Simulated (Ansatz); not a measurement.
A nudged elastic band was laid between two geometries of CH$_{8}$OSSi$_{2}$ (13 atoms, charge 0, multiplicity 1).

Computed with RKS PBE0/def2-SVP (Ansatz 0.2.0).

```json
{
  "movable images": "5",
  "climbing image": "yes",
  "spring": "5.0 eV/Å²",
  "optimiser": "quadratic models (default)",
  "start path": "through a guess of the saddle point",
  "force threshold": "0.03 eV/Å",
  "iteration limit": "60",
  "end points": "relaxed"
}
```

Initial state:

```xyz
13
Properties=species:S:1:pos:R:3
C -0.692 1.084 1.974
O -0.559 0.090 0.990
Si 0.003 0.358 -0.553
Si -0.086 -1.717 -1.625
S 2.008 1.146 -0.597
H -1.441 1.845 1.685
H 0.266 1.599 2.166
H -1.027 0.612 2.909
H -0.782 1.441 -1.226
H 0.284 -1.549 -3.063
H 0.906 -2.629 -0.975
H -1.447 -2.329 -1.536
H 2.587 0.015 -0.135
```

Final state:

```xyz
13
Properties=species:S:1:pos:R:3
C -0.655 1.197 1.767
O -0.835 0.360 0.627
Si 0.135 0.874 -1.218
Si 0.097 -1.467 -1.713
S 2.149 0.943 -0.373
H -1.113 2.187 1.612
H 0.429 1.318 1.891
H -1.080 0.710 2.657
H -1.777 0.232 0.450
H 0.608 -1.719 -3.101
H 0.920 -2.297 -0.766
H -1.305 -2.012 -1.668
H 2.446 -0.361 -0.150
```

Problem. What changes between the two ends?

Solution. Bonds broken: Si3–H9. Bonds formed: O2–H9.

Problem. Give the energies along the band, and the barrier.

Solution. The run converged. The highest image is number 4 of 0 to 6, 289.5 kJ/mol above the first end and 100.7 kJ/mol above the last; the last end lies 188.9 kJ/mol above the first. Neighbouring images differ by up to 2.5 eV, so the band resolves the path poorly. A vibrational analysis at the climbing image gives one clearly imaginary mode, 1480i cm⁻¹: a first-order saddle point. The orbitals stay closed-shell, which can raise the energy where a bond breaks towards radicals; this wasn't checked here.

```csv
image,path coordinate (Å),energy (kJ/mol),Si3–H9 (Å),O2–H9 (Å)
0,0.00,0.0,1.50,2.61
1,0.95,1.6,1.50,2.60
2,1.91,4.7,1.50,2.61
3,2.86,46.4,1.48,2.26
4,3.82,289.5,1.62,1.29
5,5.48,189.9,2.59,0.97
6,7.15,188.9,2.62,0.97
```

Problem. What is the geometry of the highest image?

Solution. 
```xyz
13
Properties=species:S:1:pos:R:3
C -0.585 0.923 1.892
O -1.139 0.485 0.668
Si -0.267 0.582 -1.023
Si 0.105 -1.675 -1.580
S 1.696 1.429 -0.733
H -0.036 1.874 1.782
H 0.121 0.165 2.270
H -1.398 1.052 2.623
H -1.479 1.333 -0.249
H 0.692 -1.757 -2.954
H 1.075 -2.286 -0.613
H -1.169 -2.456 -1.548
H 2.405 0.295 -0.523
```

The band took 28 iterations and about 9 core-minutes.

Run time: 4.8 min on 2 threads of Intel(R) Xeon(R) 6975P-C (Granite Rapids), on a shared host, peak memory 0.32 GiB.
